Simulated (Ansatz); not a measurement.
CdMeCl (CH₃CdCl), relaxed as a singlet with RKS PBE0-D4/def2-TZVP in Ansatz, starting from the GFN2-xTB geometry. Force threshold 0.02 eV/Å.

In the def2 sets Cd takes a core potential; there is no spin–orbit coupling.

Start:

Cartesian coordinates in Å:
```
Cd -1.071 0.581 -0.233
C 0.803 -0.417 0.166
H 1.611 0.306 0.211
H 1.020 -1.135 -0.619
H 0.749 -0.941 1.115
Cl -3.111 1.605 -0.639
```

| step | energy (eV) | largest force component (eV/Å) | SCF passes |
| --- | --- | --- | --- |
| 1 | -18170.2492 | 0.609 | 17 |
| 2 | -18170.2817 | 0.139 | 20 |
| 3 | -18170.2832 | 0.047 | 21 |
| 4 | -18170.2833 | 0.016 | 21 |

Force components are those of the run's own axes.

End:

```xyz
6

Cd   -1.0434    0.5442   -0.2171
C     0.7821   -0.4073    0.1625
H     1.5806    0.3334    0.2024
H     0.9943   -1.1232   -0.6316
H     0.7300   -0.9325    1.1162
Cl   -3.0436    1.5854   -0.6324
```

By distances, no bond broke or formed. The bond that changes most is Cd1–C2, from 2.16 to 2.09 Å (atoms count from 1).

No frequencies were taken in this run, so the end may be a saddle point.

It took 2.9 s on 4 threads of Intel Xeon Platinum 8488C on a shared host.
